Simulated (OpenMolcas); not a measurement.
## Multiconfigurational calculation on neutral lanthanum

Input:

```
&GATEWAY
Coord
1

La 0.0 0.0 0.0
Basis=ANO-R0
Group=XYZ
NoMove
AngMom=0.0 0.0 0.0
AMFI
&SEWARD
&RASSCF
FileOrb=start.orb
Symmetry=1
Spin=4
nActEl=3 0 0
Inactive=15 12
Ras2=6 0
CIRoot=10 10 1
SDav=20
CIMx=300
Iter=120 100
PrWF=0.3
OrbListing=Nothing
MaxOrb=0
Atom
>>> COPY $Project.JobIph JOB001
&RASSCF
FileOrb=start.orb
Symmetry=1
Spin=2
nActEl=3 0 0
Inactive=15 12
Ras2=6 0
CIRoot=29 29 1
SDav=70
CIMx=300
Iter=120 100
PrWF=0.3
OrbListing=Nothing
MaxOrb=0
Atom
>>> COPY $Project.JobIph JOB002
&RASSI
NrOfJobIphs=2 10 29
1 2 3 4 5 6 7 8 9 10
1 2 3 4 5 6 7 8 9 10 11 12 13 14 15 16 17 18 19 20 21 22 23 24 25 26 27
28 29
IphNames
JOB001
JOB002
EJob
SpinOrbit
DIPRint=1.0
SOCoupling=1000.0
Subsets=2
MEES
Property=10
'ANGMOM' 1 'ANGMOM' 2 'ANGMOM' 3 'MLTPL  1' 1 'MLTPL  1' 2 'MLTPL  1' 3
'AMFI' 1 'AMFI' 2 'AMFI' 3 'MLTPL  2' 6
SOProperty=3
'ANGMOM' 1 'ANGMOM' 2 'ANGMOM' 3
```

Launched by
```bash
OMP_NUM_THREADS=1 MOLCAS_MEM=2252 MOLCAS_PROJECT=a pymolcas a.inp > a.log  # once for each step of the input, in one work folder
```

A driver script runs the steps one by one and writes start.orb anew before each from the orbitals found so far.

Output, cut to the results:

```
--- SEWARD ---
Basis set label: LA.ANO-R...6S4P3D.

      Electronic valence basis set:
      ------------------
      Associated Effective Charge  57.000000 au
      Associated Actual Charge     57.000000 au
      Nuclear Model: Finite nucleus - Gaussian distribution
        Gaussian exponent, Xi/bohr**(-2):  1.74905E+08

      Shell  nPrim  nBasis  Cartesian Spherical Contaminant
         s      25       6        X
         p      18       4        X
         d      14       3                 X
                  Relativistic X2C integrals
                  Atomic mean-field integrals
--- RASSCF ---
Wave function specifications:
      -----------------------------

      Number of closed shell electrons          54
      Number of electrons in active shells       3
      Max number of holes in RAS1 space          0
      Max nr of electrons in RAS3 space          0
      Number of inactive orbitals               27
      Number of active orbitals                  6
      Number of secondary orbitals               0
      Spin quantum number                      1.5
      State symmetry                             1
Orbital specifications:
      -----------------------

      Symmetry species                           1   2
                                                ag  au
      Frozen orbitals                            0   0
      Inactive orbitals                         15  12
      Active orbitals                            6   0
      RAS1 orbitals                              0   0
      RAS2 orbitals                              6   0
      RAS3 orbitals                              0   0
      Secondary orbitals                         0   0
      Deleted orbitals                           0   0
      Number of basis functions                 21  12
      Number of CSFs                            20
      Number of root(s) required                10
      Iter CI   SX   CI       RASSCF       Energy    max ROT     max BLB   max BLB  Level Ln srch  Step   QN
          iter iter root      energy       change     param      element    value   shift minimum  type update
 Nr of preliminary CI iterations:   1
      Total energies have been shifted. Add                -8000.00 au
        1   1    3    0  -489.21629377    0.00E+00  -1.27E-02   15  21 1  1.98E-02*  0.00   0.00    SX    NO
        2   1    3    0  -489.21659684   -3.03E-04* -1.30E-03   15  21 1  2.02E-03*  0.00   0.00    SX    NO
        3   1    3    0  -489.21659979   -2.95E-06* -1.42E-04   15  21 1  2.21E-04*  0.00   0.00    SX    NO
        4   1    2    0  -489.21659982   -3.62E-08* -1.58E-05   15  21 1  2.46E-05   0.00   0.00    SX    NO
        5   1    2    0  -489.21659982   -4.51E-10  -1.97E-06   15  21 1  2.73E-06   0.00   1.12    QN   YES
      Convergence after  5 iterations
        6   1    2    0  -489.21659982    0.00E+00  -1.97E-06    9  21 1  5.36E-10   0.00   1.12    QN   YES
      Natural orbitals and occupation numbers for root  1
      sym 1:  -0.000000   0.784334   0.784334   0.215666   0.215666   1.000000
      Natural orbitals and occupation numbers for root  2
      sym 1:   0.991688   0.000000   0.008312   0.991688   0.008312   1.000000
      Natural orbitals and occupation numbers for root  3
      sym 1:   0.000000   0.883974   0.116026   0.116026   0.883974   1.000000
::    RASSCF root number  1 Total energy:  -8489.22709419
::    RASSCF root number  2 Total energy:  -8489.22709419
::    RASSCF root number  3 Total energy:  -8489.22709419
::    RASSCF root number  4 Total energy:  -8489.22709419
::    RASSCF root number  5 Total energy:  -8489.22709419
::    RASSCF root number  6 Total energy:  -8489.22709419
::    RASSCF root number  7 Total energy:  -8489.22709419
::    RASSCF root number  8 Total energy:  -8489.19211298
::    RASSCF root number  9 Total energy:  -8489.19211298
::    RASSCF root number 10 Total energy:  -8489.19211298
--- RASSCF ---
Wave function specifications:
      -----------------------------

      Number of closed shell electrons          54
      Number of electrons in active shells       3
      Max number of holes in RAS1 space          0
      Max nr of electrons in RAS3 space          0
      Number of inactive orbitals               27
      Number of active orbitals                  6
      Number of secondary orbitals               0
      Spin quantum number                      0.5
      State symmetry                             1
Orbital specifications:
...
--- RASSI ---
SPIN-FREE ENERGIES:
  (Shifted by EMIN (a.u.) =      -8489.2789614507)

 SF State       Relative EMIN(au)   Rel lowest level(eV)    D:o, cm**(-1)      L_eff

    11             0.0000000000        0.0000000000              0.0000         2.0
    12             0.0000000000        0.0000000000              0.0000         2.0
    13             0.0000000000        0.0000000000              0.0000         2.0
    14             0.0000000000        0.0000000000              0.0000         2.0
    15             0.0000000000        0.0000000000              0.0000         2.0
     6             0.0518672647        1.4113801723          11383.5488         3.0
     7             0.0518672647        1.4113801723          11383.5488         3.0
     1             0.0518672647        1.4113801723          11383.5488         3.0
     2             0.0518672647        1.4113801723          11383.5488         3.0
     3             0.0518672647        1.4113801723          11383.5488         3.0
     4             0.0518672647        1.4113801723          11383.5488         3.0
     5             0.0518672647        1.4113801723          11383.5488         3.0
    16             0.0799020821        2.1742464169          17536.4800         3.0
    17             0.0799020821        2.1742464169          17536.4800         3.0
    18             0.0799020821        2.1742464169          17536.4800         3.0
    19             0.0799020821        2.1742464169          17536.4800         3.0
    20             0.0799020821        2.1742464169          17536.4800         3.0
    21             0.0799020821        2.1742464169          17536.4800         3.0
    22             0.0799020821        2.1742464169          17536.4800         3.0
     8             0.0868484681        2.3632672090          19061.0355         1.0
     9             0.0868484681        2.3632672090          19061.0355         1.0
...
```

Levels above the lowest, from the spin-orbit matrix, grouped by J:

```json
{"Configuration": "5d 6s2", "Term": "2D", "J": "3/2", "E (cm-1)": "0.0", "Measured (cm-1)": "0.0", "g": "0.799", "Term weight %": "100"}
{"Configuration": "5d 6s2", "Term": "2D", "J": "5/2", "E (cm-1)": "2149", "Measured (cm-1)": "1053", "g": "1.200", "Term weight %": "100"}
{"Configuration": "5d2 6s", "Term": "4F", "J": "3/2", "E (cm-1)": "10749", "Measured (cm-1)": "2668", "g": "0.405", "Term weight %": "98"}
{"Configuration": "5d2 6s", "Term": "4F", "J": "5/2", "E (cm-1)": "11482", "Measured (cm-1)": "3010", "g": "1.028", "Term weight %": "98"}
{"Configuration": "5d2 6s", "Term": "4F", "J": "7/2", "E (cm-1)": "12588", "Measured (cm-1)": "3495", "g": "1.237", "Term weight %": "99"}
{"Configuration": "5d2 6s", "Term": "4F", "J": "9/2", "E (cm-1)": "13935", "Measured (cm-1)": "4122", "g": "1.333", "Term weight %": "99"}
{"Configuration": "5d2 6s", "Term": "2F", "J": "5/2", "E (cm-1)": "17532", "Measured (cm-1)": "7012", "g": "0.883", "Term weight %": "92"}
{"Configuration": "5d2 6s", "Term": "4P", "J": "1/2", "E (cm-1)": "19614", "Measured (cm-1)": "7231", "g": "2.667", "Term weight %": "100"}
{"Configuration": "5d2 6s", "Term": "2F", "J": "7/2", "E (cm-1)": "19669", "Measured (cm-1)": "8052", "g": "1.138", "Term weight %": "97"}
{"Configuration": "5d2 6s", "Term": "4P", "J": "3/2", "E (cm-1)": "19928", "Measured (cm-1)": "7491", "g": "1.673", "Term weight %": "93"}
{"Configuration": "5d2 6s", "Term": "4P", "J": "5/2", "E (cm-1)": "20062", "Measured (cm-1)": "7680", "g": "1.473", "Term weight %": "71"}
{"Configuration": "5d2 6s", "Term": "2D", "J": "3/2", "E (cm-1)": "21629", "Measured (cm-1)": "8446", "g": "0.892", "Term weight %": "85"}
{"Configuration": "5d2 6s", "Term": "2D", "J": "5/2", "E (cm-1)": "22783", "Measured (cm-1)": "9184", "g": "1.304", "Term weight %": "69"}
{"Configuration": "5d2 6s", "Term": "2P", "J": "1/2", "E (cm-1)": "24833", "Measured (cm-1)": "9044", "g": "0.669", "Term weight %": "100"}
{"Configuration": "5d2 6s", "Term": "2G", "J": "9/2", "E (cm-1)": "24932", "Measured (cm-1)": "9920", "g": "1.113", "Term weight %": "99"}
{"Configuration": "5d2 6s", "Term": "2G", "J": "7/2", "E (cm-1)": "24984", "Measured (cm-1)": "9961", "g": "0.895", "Term weight %": "98"}
{"Configuration": "5d2 6s", "Term": "2P", "J": "3/2", "E (cm-1)": "26059", "Measured (cm-1)": "9719", "g": "1.297", "Term weight %": "92"}
```

Against the 16 measured excited levels shown (NIST Handbook of Basic Atomic Spectroscopic Data) the mean absolute deviation is 12000 cm-1; the largest miss in energy is 5d2 6s 2P 3/2: computed 26059, measured 9719 cm-1 (+168.1 %), and the largest in proportion 5d2 6s 4F 3/2 (+302.9 %).

Without dynamic correlation excited terms often stand tens of per cent too high (terms of higher spin than the ground term too low), and those without a measured partner can miss by more than the paired ones. Some levels mix across a computed gap that differs much from the measured one, so their mixing is not that of the real levels. A single d shell beside an s shell can misplace configurations of different d count against each other. No level of 5d3 was computed, though it lies in the active space. Computed and measured levels are paired by configuration, term and J; levels that our copy of the source lacks, or whose pairing is in doubt (as where it misses far off the trend of its configuration), stay unpaired and out of the deviations. Levels of configurations outside the active space are missing. The first state left out of the spin-orbit step lies near 39000 cm-1 above the lowest spin-free state of the reference (among the parities and spins computed), and the list stops at four fifths of that energy or lower.

The term weight is that of the spin-free term in the level, not the purity of its configuration.
